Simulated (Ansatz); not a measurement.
Start from `F[C@H]1O[Si@H]1[SiH3]` and change one atom or group to get `F[C@H]1O[Si@H]1[GeH3]`.

Ansatz, PBE0-D4/def2-TZVP geometries, multiplicity 1. 

Scalar relativity is left out up to krypton.

| property | `F[C@H]1O[Si@H]1[SiH3]` |
| --- | --- |
| HOMO energy (PBE/def2-TZVPP) / eV | -6.20 |
| LUMO energy (B3LYP/def2-TZVPP) / eV | -1.44 |
| HOMO energy (PBE0/def2-TZVPP) / eV | -7.47 |
| size of the dipole moment (PBE/def2-TZVPP) / D | 2.13 |
| LUMO energy (PBE/def2-TZVPP) / eV | -2.04 |
| HOMO–LUMO gap (B3LYP/def2-TZVPP) / eV | 5.82 |

(1) What does the change do to each property? (Estimate.)

## Answers

(1) Ansatz gave: 
| property | `F[C@H]1O[Si@H]1[GeH3]` | shift |
| --- | --- | --- |
| HOMO energy (PBE/def2-TZVPP) / eV | -6.20 | 0.00 |
| LUMO energy (B3LYP/def2-TZVPP) / eV | -1.34 | 0.10 |
| HOMO energy (PBE0/def2-TZVPP) / eV | -7.48 | -0.01 |
| size of the dipole moment (PBE/def2-TZVPP) / D | 2.12 | -0.01 |
| LUMO energy (PBE/def2-TZVPP) / eV | -1.92 | 0.12 |
| HOMO–LUMO gap (B3LYP/def2-TZVPP) / eV | 5.94 | 0.12 |

Dipoles are sizes alone; their direction can turn.

B3LYP here is the variant with VWN-RPA as its local correlation; programs differ in this.
